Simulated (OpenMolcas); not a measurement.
## Lines of Co6+: computed and rescaled rates

- Program: OpenMolcas
- Method: MS-RASPT2, IPEA 0.25 Eh, imaginary shift 0.1 Eh (closed shells correlated: 3s)
- Basis: ANO-RCC-VQZP [7s6p4d3f2g1h]
- Scalar Hamiltonian: DKH2, point nucleus
- Active space: 9 electrons in 8 orbitals (RAS1 3p, at most 2 holes; RAS2 3d)
- State averaging: 2S+1 = 4 even, 10 roots; 2S+1 = 2 even, 40 roots
- Spin-orbit coupling: RASSI with atomic mean-field integrals over the reference wave functions, term energies averaged over their components

Rates come from the transition moments of the reference wave functions (E1 and E2 in the length form). At fixed line strength A goes as λ^-3 for E1 and M1 and as λ^-5 for E2, so a rate at the computed wavelength can be rescaled to the measured one. Measured vacuum wavelengths follow from level energies in Sugar and Corliss, J. Phys. Chem. Ref. Data 10, 1097 (1981). Branching counts decays inside the model space alone, at computed energies, and the table is only a selection of the E2 and M1 lines, drawn from those between levels with measured partners whose computed energy lies within a factor of 1.5 of the measured one.

```
     Upper       Lower  Type  λ computed (nm)  λ measured (nm)  A computed (s-1)  A rescaled (s-1)  Branching %
3d³ ⁴P_1/2  3d³ ⁴F_3/2    E2            459.5              474          8.15e-02          6.98e-02         64.1
3d³ ⁴P_5/2  3d³ ⁴F_9/2    E2            499.4            513.8          6.43e-02          5.58e-02         52.2
3d³ ⁴P_3/2  3d³ ⁴F_7/2    E2            493.9            507.8          4.74e-02          4.13e-02         38.8
3d³ ⁴F_9/2  3d³ ⁴F_7/2    M1             8366             8985          4.62e-02          3.73e-02        100.0
3d³ ⁴P_1/2  3d³ ⁴F_5/2    E2            475.8            490.2          4.50e-02          3.88e-02         35.4
3d³ ⁴P_3/2  3d³ ⁴F_5/2    E2            470.9            485.3          4.34e-02          3.73e-02         35.5
3d³ ⁴F_7/2  3d³ ⁴F_5/2    M1            10100            10960          4.22e-02          3.30e-02        100.0
3d³ ⁴P_5/2  3d³ ⁴F_7/2    E2            471.3              486          2.75e-02          2.36e-02         22.4
3d³ ⁴F_5/2  3d³ ⁴F_3/2    M1            13440            14330          1.78e-02          1.47e-02        100.0
3d³ ⁴P_3/2  3d³ ⁴F_3/2    E2            454.9            469.4          1.71e-02          1.46e-02         14.0
3d³ ⁴P_5/2  3d³ ⁴P_3/2    M1            10300            11330          1.43e-02          1.07e-02         11.6
3d³ ⁴P_3/2  3d³ ⁴F_3/2    M1            454.9            469.4          9.09e-03                            7.4
3d³ ⁴P_5/2  3d³ ⁴F_5/2    E2            450.3            465.4          7.75e-03          6.57e-03          6.3
3d³ ⁴P_5/2  3d³ ⁴F_7/2    M1            471.3              486          5.28e-03                            4.3
3d³ ⁴P_3/2  3d³ ⁴F_5/2    M1            470.9            485.3          4.91e-03                            4.0
```

Spin-changing lines and M1 lines between different terms are not rescaled, since their strength hangs on the term gaps too.

The largest correction is for 3d³ ⁴P_5/2 → 3d³ ⁴P_3/2 (M1): 1.43e-02 × (10300 / 11330)^3 = 1.07e-02 s-1, a factor of 0.75.

The computed rate and branching of 3d³ ⁴F_5/2 → 3d³ ⁴F_3/2 give the upper level a radiative lifetime of 1.000 / 1.78e-02 s-1 = 5.62e+01 s, counting decays inside the model space alone. The rescaled rate gives about 6.8e+01 s.

These are rates of the free ion; in crystals, glasses and complexes forced electric-dipole and non-radiative decay shorten such lifetimes by orders of magnitude. No measured rate stands beside these. Rescaling mends the energy factor alone: line strengths can still be far off where a level mixes with configurations outside the active space, and weak or spin-changing lines hang on small mixing coefficients that depend on the term gaps too, so rescaling need not improve them.

CASPT2 breaks the degeneracy within a term, and the mean is taken; among the terms shown or strongly mixed into the levels shown the widest spread is 1000 cm-1 (3d³ ⁴F). Active for correlation alone: 3p; no level in the range computed is led by a configuration that opens it, so any true level of that kind is missing. Measured partners are found by configuration, term and J. A level has none where our copy of the source lacks it or the pairing is in doubt (some pairs that miss far off the trend of their configuration count as doubtful). Levels of configurations outside the active space are missing.
